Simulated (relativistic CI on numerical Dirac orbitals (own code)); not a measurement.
## Electric-dipole transitions in Ho⁵⁸⁺

These numbers are calculated, not measured: Dirac-Coulomb-Breit CI, KLI orbitals optimised for each configuration, model QED, unscaled Slater integrals (own radial code, finite nucleus).

Configuration list (outside the closed core 1s2): 2s²2p⁵, 2s2p⁶, 2p⁶3s, 2p⁶3p, 2s²2p⁴3s, 2p⁶3d, 2s²2p⁴3p, 2s²2p⁴3d, 2s2p⁵3s, 2s2p⁵3p, 2s2p⁵3d, 2s²2p⁴4s, 2s²2p⁴4p, 2s²2p⁴4d, 2s²2p⁴4f, 2s²2p³3s². Levels of other configurations are missing.

| λ vac (nm) | Lower | Upper | A (s⁻¹) | log gf | S velocity/length |
| --- | --- | --- | --- | --- | --- |
| 0.12641 | 2s²2p⁵ ²P°1/2 [2] | 2s²2p⁴4d ²D3/2 [176] | 5.45e+14 | -0.28 | 0.98 |
| 0.12666 | 2s²2p⁵ ²P°3/2 [1] | 2s²2p⁴4d ²D5/2 [130] | 4.62e+14 | -0.18 | 0.98 |
| 0.14924 | 2s²2p⁵ ²P°1/2 [2] | 2s²2p⁴3d ²D3/2 [94] | 5.58e+14 | -0.13 | 0.99 |
| 0.14961 | 2s²2p⁵ ²P°3/2 [1] | 2s²2p⁴3d ²F5/2 [53] | 7.40e+14 | 0.17 | 0.99 |
| 0.14965 | 2s²2p⁵ ²P°3/2 [1] | 2s²2p⁴3d ²P3/2 [52] | 1.20e+15 | 0.21 | 0.98 |
| 0.14981 | 2s²2p⁵ ²P°3/2 [1] | 2s²2p⁴3d ²S1/2 [51] | 1.40e+15 | -0.02 | 0.98 |
| 0.14983 | 2s²2p⁵ ²P°1/2 [2] | 2s2p⁵3p ²D3/2 [93] | 5.87e+14 | -0.10 | 0.98 |
| 0.15011 | 2s2p⁶ ²S1/2 [3] | 2s2p⁵3d ²P°3/2 [106] | 1.05e+15 | 0.15 | 0.98 |
| 0.15022 | 2s2p⁶ ²S1/2 [3] | 2s2p⁵3d ²P°1/2 [104] | 1.61e+15 | 0.04 | 0.99 |
| 0.15065 | 2s²2p⁵ ²P°3/2 [1] | 2s2p⁵3p ²D5/2 [45] | 5.89e+14 | 0.08 | 0.99 |
| 0.16561 | 2s²2p⁵ ²P°3/2 [1] | 2s²2p⁴3d ²D5/2 [25] | 7.48e+14 | 0.27 | 0.99 |
| 0.16573 | 2s²2p⁵ ²P°1/2 [2] | 2s²2p⁴3d ²P1/2 [63] | 2.02e+15 | 0.22 | 0.98 |
| 0.16585 | 2s²2p⁵ ²P°1/2 [2] | 2s²2p⁴3d ²D3/2 [62] | 1.85e+15 | 0.49 | 0.99 |
| 0.16607 | 2s2p⁶ ²S1/2 [3] | 2s2p⁵3d ²P°3/2 [86] | 1.45e+15 | 0.38 | 0.98 |
| 0.16626 | 2s²2p⁵ ²P°3/2 [1] | 2s²2p⁴3d ²P3/2 [24] | 1.30e+15 | 0.33 | 0.98 |
| 0.16630 | 2s²2p⁵ ²P°3/2 [1] | 2s²2p⁴3d ²D5/2 [23] | 1.03e+15 | 0.41 | 0.99 |
| 0.16679 | 2s²2p⁵ ²P°3/2 [1] | 2s²2p⁴3d ²P1/2 [22] | 5.32e+14 | -0.35 | 0.98 |
| 0.16718 | 2s2p⁶ ²S1/2 [3] | 2s2p⁵3d ²P°1/2 [83] | 1.86e+15 | 0.19 | 0.99 |
| 0.16745 | 2s2p⁶ ²S1/2 [3] | 2s2p⁵3d ²P°3/2 [82] | 3.58e+14 | -0.22 | 0.99 |
| 0.43786 | 2s²2p⁴3s ⁴P5/2 [4] | 2s²2p⁴4p ⁴D°7/2 [117] | 2.98e+13 | -0.16 | 1.00 |
| 0.44873 | 2s²2p⁴3p ²D°5/2 [8] | 2s²2p⁴4d ²F7/2 [123] | 6.81e+13 | 0.22 | 0.99 |
| 0.48700 | 2s²2p⁴3p ²F°7/2 [39] | 2s²2p⁴4d ²G9/2 [173] | 8.54e+13 | 0.48 | 0.99 |
| 0.48746 | 2s²2p⁴3p ⁴D°7/2 [11] | 2s²2p⁴4d ⁴F9/2 [127] | 8.55e+13 | 0.48 | 0.99 |
| 0.48746 | 2s²2p⁴3p ²D°5/2 [10] | 2s²2p⁴4d ²F7/2 [126] | 6.71e+13 | 0.28 | 0.99 |
| 0.48852 | 2s²2p⁴3p ²P°3/2 [14] | 2s²2p⁴4d ²D5/2 [142] | 7.49e+13 | 0.21 | 0.99 |
| 0.50712 | 2s²2p⁴3d ²G7/2 [50] | 2s²2p⁴4f ²H°9/2 [184] | 1.65e+14 | 0.80 | 1.00 |
| 0.50722 | 2s²2p⁴3d ⁴D3/2 [15] | 2s²2p⁴4f ⁴D°3/2 [134] | 9.06e+13 | 0.15 | 0.99 |
| 0.50724 | 2s²2p⁴3d ²D3/2 [19] | 2s²2p⁴4f ²F°5/2 [144] | 1.50e+14 | 0.54 | 0.99 |
| 0.50732 | 2s²2p⁴3d ⁴D3/2 [15] | 2s²2p⁴4f ²F°5/2 [133] | 9.39e+13 | 0.34 | 0.99 |
| 0.50779 | 2s²2p⁴3d ⁴D5/2 [16] | 2s²2p⁴4f ²F°5/2 [133] | 7.32e+13 | 0.23 | 0.99 |
| 0.50782 | 2s²2p⁴3d ⁴D5/2 [16] | 2s²2p⁴4f ²G°7/2 [132] | 1.21e+14 | 0.57 | 1.00 |
| 0.50824 | 2s²2p⁴3d ²F7/2 [17] | 2s²2p⁴4f ²G°9/2 [131] | 1.64e+14 | 0.80 | 1.00 |
| 0.50936 | 2s²2p⁴3d ⁴F5/2 [49] | 2s²2p⁴4f ⁴G°7/2 [178] | 1.25e+14 | 0.59 | 1.00 |
| 0.51658 | 2s²2p⁴3d ⁴F7/2 [54] | 2s²2p⁴4f ⁴G°9/2 [181] | 1.68e+14 | 0.83 | 0.99 |
| 0.51700 | 2s²2p⁴3d ²G9/2 [59] | 2s²2p⁴4f ²H°11/2 [189] | 1.73e+14 | 0.92 | 1.00 |
| 0.51727 | 2s²2p⁴3d ²F7/2 [20] | 2s²2p⁴4f ²G°9/2 [138] | 1.52e+14 | 0.78 | 1.00 |
| 0.51750 | 2s²2p⁴3d ⁴F9/2 [21] | 2s²2p⁴4f ⁴G°11/2 [137] | 1.73e+14 | 0.92 | 1.00 |
| 0.51804 | 2s²2p⁴3d ²D5/2 [60] | 2s²2p⁴4f ²F°7/2 [192] | 1.30e+14 | 0.62 | 0.99 |
| 0.51873 | 2s²2p⁴3d ²F5/2 [57] | 2s²2p⁴4f ⁴D°7/2 [183] | 1.53e+14 | 0.69 | 1.00 |
| 0.51935 | 2s²2p⁴3d ²F7/2 [61] | 2s²2p⁴4f ²G°9/2 [193] | 1.45e+14 | 0.77 | 1.00 |
| 0.51952 | 2s²2p⁴3d ²D5/2 [25] | 2s²2p⁴4f ²F°7/2 [145] | 1.66e+14 | 0.73 | 0.99 |
| 0.51980 | 2s²2p⁴3d ²P1/2 [22] | 2s²2p⁴4f ²D°3/2 [140] | 1.14e+14 | 0.27 | 0.99 |
| 0.52463 | 2s²2p⁴3d ²D5/2 [23] | 2s²2p⁴4f ²F°7/2 [139] | 1.26e+14 | 0.62 | 1.00 |
| 0.52492 | 2s²2p⁴3d ²P3/2 [24] | 2s²2p⁴4f ²D°5/2 [141] | 1.07e+14 | 0.42 | 0.99 |
| 3.4171 | 2s²2p⁴3s ⁴P5/2 [4] | 2s²2p⁴3p ⁴D°7/2 [11] | 6.68e+11 | -0.03 | 1.08 |

Terms are leading LS components. Brackets give the number of a level in order of energy, since labels repeat. The list gives strong lines, with weight on those to low levels, among the lowest 200 of 205 levels, so that lines to higher ones, which can be the strongest, are missing. Levels whose partners in the same complex of configurations lie outside the list can be far off, and so can their lines. Rates are taken at the computed energies, electric ones in the length gauge. A velocity-to-length ratio far from 1 marks an uncertain rate.

At this charge energies of transitions that change n are usually good to better than 1 %, and those within a shell (Δn = 0) to a few per cent.

LS names give the leading component of a level, which can be under half, so a name can repeat, a term be missing and a line seem to break the LS rules.
